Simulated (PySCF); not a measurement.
CH7ClFNSi2.

```xyz
13

C      1.7481    -0.6976    -0.7840
Si     0.4639     0.3068     0.0821
F      0.5580     1.8265    -0.4839
Cl     0.8655     0.4561     2.1008
N     -1.1295    -0.3073    -0.0637
Si    -1.9119    -1.0969    -1.4112
H      1.7593    -1.7291    -0.4029
H      2.7409    -0.2532    -0.6200
H      1.5613    -0.7259    -1.8682
H     -1.7270    -0.0959     0.7330
H     -0.8895    -1.2493    -2.4861
H     -2.4282    -2.4457    -1.0265
H     -3.0613    -0.2961    -1.9313
```

Geometry: PBE0-D3(BJ)/def2-SVP. The structure was generated by enumeration; whether it is a known compound was not checked. One conformer was computed; it need not be the lowest.

Computed with PBE/pcSseg-1 in PySCF. Non-relativistic, no solvent.

Computed absolute GIAO shielding of each atom: isotropic value and principal components (ppm):
```tsv
atom	σ(iso)	σ11	σ22	σ33	span
C1	181.3	173.1	181.7	189.2	16.1
Si2	332.2	311.0	316.1	369.4	58.4
F3	263.4	212.6	259.5	318.0	105.4
Cl4	855.4	741.8	801.2	1023.2	281.4
N5	220.6	186.9	213.0	262.0	75.1
Si6	393.4	345.1	379.1	455.9	110.8
H7	31.0	27.4	28.5	37.2	9.8
H8	30.7	26.4	28.4	37.4	11.0
H9	30.5	25.7	28.7	37.0	11.2
H10	30.6	21.9	29.9	40.0	18.2
H11	26.5	22.7	26.7	30.2	7.4
H12	26.4	22.6	24.6	32.1	9.5
H13	26.3	22.4	24.4	32.2	9.7
```
